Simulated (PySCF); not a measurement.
Al(CF3)(F)(OH) (CHAlF4O), SMILES [OH][Al]([F])[C](F)(F)F.

The structure is a stationary point at PBE0-D3(BJ)/def2-SVP. The structure was generated by enumeration; whether it is a known compound was not checked. The values are those of a single conformer.

Level of theory: ωB97X/def2-TZVP in PySCF.

The molecule is in vacuum.

Computed frontier levels, gap, dipole moment and polarisability:
```yaml
highest_occupied_level: -11.87 eV
lowest_empty_level: 1.02 eV
orbital_gap: 12.89 eV
dipole_moment: 2.70 D
quadrupole, principal values (traceless, Buckingham form, about the centre of nuclear charge): -11.04, 4.06, 6.99 D·Å
mean_static_polarisability: 37.1 bohr³ (5.49 Å³)
polarisability_principal_values: 33.4, 37.1, 40.7 bohr³
```
